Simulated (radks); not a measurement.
Results of a calculation; reference values are marked as such.
Task: Species: Ga. Configuration: [Ar] 3d10 4s2 7s1 (not the ground configuration). Level of theory: scalar-relativistic Kohn-Sham, PBEsol, spin-polarised, spherical densities, point nucleus; open shells are filled with parallel spins first (a radial shooting solver on a logarithmic mesh with Libxc functionals). Some entries of the table are withheld. Estimate them.

orbital,occ.,eigenvalue (hartree),<r> (bohr)
1s up,1,-375.8747,0.04863
1s down,1,-375.8746,0.04863
2s up,1,-46.60098,0.2180
2s down,1,-46.60097,0.2180
2p up,3,-40.61189,0.1908
2p down,3,-40.61187,0.1908
3s up,1,-5.68350,0.6524
3s down,1,-5.68347,0.6524
3p up,3,-3.87942,(1)
3p down,3,-3.87938,(2)
3d up,5,-0.95655,0.8079
3d down,5,-0.95647,0.8078
4s up,1,-0.54988,2.214
4s down,1,-0.54923,2.212
7s up,1,(3),24.26

Result: 
(1) 3p up <r> (bohr): 0.6796
(2) 3p down <r> (bohr): 0.6796
(3) 7s up eigenvalue (hartree): -0.02237
